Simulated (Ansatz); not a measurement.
```json
{"atom": "C", "x (Å)": "0.0000", "y (Å)": "1.4000", "z (Å)": "0.0000"}
{"atom": "C", "x (Å)": "1.2124", "y (Å)": "0.7000", "z (Å)": "0.0000"}
{"atom": "C", "x (Å)": "1.2124", "y (Å)": "-0.7000", "z (Å)": "0.0000"}
{"atom": "C", "x (Å)": "0.0000", "y (Å)": "-1.4000", "z (Å)": "0.0000"}
{"atom": "C", "x (Å)": "-1.2124", "y (Å)": "-0.7000", "z (Å)": "0.0000"}
{"atom": "C", "x (Å)": "-1.2124", "y (Å)": "0.7000", "z (Å)": "0.0000"}
{"atom": "C", "x (Å)": "2.4249", "y (Å)": "1.4000", "z (Å)": "0.0000"}
{"atom": "C", "x (Å)": "3.6373", "y (Å)": "0.7000", "z (Å)": "0.0000"}
{"atom": "C", "x (Å)": "3.6373", "y (Å)": "-0.7000", "z (Å)": "0.0000"}
{"atom": "C", "x (Å)": "2.4249", "y (Å)": "-1.4000", "z (Å)": "0.0000"}
{"atom": "H", "x (Å)": "0.0000", "y (Å)": "2.4850", "z (Å)": "0.0000"}
{"atom": "H", "x (Å)": "-2.1521", "y (Å)": "-1.2425", "z (Å)": "0.0000"}
{"atom": "H", "x (Å)": "-2.1521", "y (Å)": "1.2425", "z (Å)": "0.0000"}
{"atom": "H", "x (Å)": "2.4249", "y (Å)": "2.4850", "z (Å)": "0.0000"}
{"atom": "H", "x (Å)": "4.5769", "y (Å)": "-1.2425", "z (Å)": "0.0000"}
{"atom": "H", "x (Å)": "2.4249", "y (Å)": "-2.4850", "z (Å)": "0.0000"}
```

Basis set: def2-TZVP (spherical functions). Charge 0, multiplicity 3.

Computed with Ansatz (development build ahead of 0.2.0); each method stands on the lowest determinant of its kind that the runs found. Restricted functionals stand beside restricted open-shell atoms, which can lie above the unrestricted atoms usual in DFT and then raise those values.

The atomization energy at this shape (free ground-state atoms in the same class of orbitals less the molecule, no zero-point energy) of triplet C₁₀H₆:

```tsv
method	atomization energy
ωB97X (restricted open-shell)	8069.8 kJ/mol
PBE0 (unrestricted)	8187.3 kJ/mol
```

(1) What does PBE0 (restricted open-shell) give?

Results:

(1) 8227.5 kJ/mol. Caution: another spin multiplicity may lie lower.

The shape needn't be a minimum at these levels.
